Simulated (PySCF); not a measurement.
H5N2NbO2, multiplicity 1. Atoms are numbered in the order given.

```xyz
10

Nb     0.0598     0.0184     0.0000
O      1.7636    -0.2101     0.0000
O     -0.5256     1.8564     0.0000
H     -0.0079     2.6795     0.0000
N     -0.6387    -0.8579    -1.6478
H     -1.6219    -0.8776    -1.9403
H     -0.0808    -1.4192    -2.2992
N     -0.6387    -0.8579     1.6478
H     -0.0808    -1.4192     2.2992
H     -1.6219    -0.8776     1.9403
```

Geometry: PBE-D3(BJ)/def2-SVP. The spin state was assumed, not searched. The structure was generated by enumeration; whether it is a known compound was not checked. The def2 effective core potentials stand for the cores of Nb; spin–orbit coupling is left out. Other conformers were not sampled.

All values below come from PySCF with PBE-D3(BJ)/def2-SVP.

Frequencies are harmonic and unscaled.

Computed vibrational spectrum:
| mode | ν (cm⁻¹) | IR (km/mol) | moving atoms (share of kinetic energy) |
|---|---|---|---|
| 1 | 163 | 1.0 | H 42 %, O 38 %, N 15 % |
| 2 | 173 | 11.5 | O 57 %, H 21 %, N 11 %, Nb 11 % |
| 3 | 179 | 7.4 | H 36 %, O 32 %, N 23 %, Nb 9 % |
| 4 | 184 | 2.4 | N 38 %, O 26 %, H 25 %, Nb 11 % |
| 5 | 188 | 0.6 | N 51 %, H 26 %, Nb 15 %, O 8 % |
| 6 | 284 | 59.5 | H 78 %, O 16 % |
| 7 | 320 | 38.0 | H 62 %, O 29 % |
| 8 | 367 | 6.5 | H 86 %, O 12 % |
| 9 | 420 | 118.2 | H 80 %, N 20 % |
| 10 | 470 | 298.2 | H 77 %, N 21 % |
| 11 | 483 | 83.1 | H 72 %, O 24 % |
| 12 | 528 | 0.1 | H 79 %, N 20 % |
| 13 | 548 | 16.2 | H 76 %, N 19 % |
| 14 | 660 | 30.8 | N 70 %, H 13 %, O 10 % |
| 15 | 667 | 158.6 | N 64 %, Nb 23 %, H 13 % |
| 16 | 698 | 120.0 | O 60 %, Nb 21 %, H 14 % |
| 17 | 987 | 142.1 | O 83 %, Nb 16 % |
| 18 | 1455 | 26.0 | H 89 %, N 11 % |
| 19 | 1458 | 18.9 | H 90 %, N 10 % |
| 20 | 3462 | 81.7 | H 96 % |
| 21 | 3464 | 35.3 | H 96 % |
| 22 | 3559 | 8.6 | H 92 %, N 8 % |
| 23 | 3559 | 45.6 | H 92 %, N 8 % |
| 24 | 3781 | 171.7 | H 94 % |
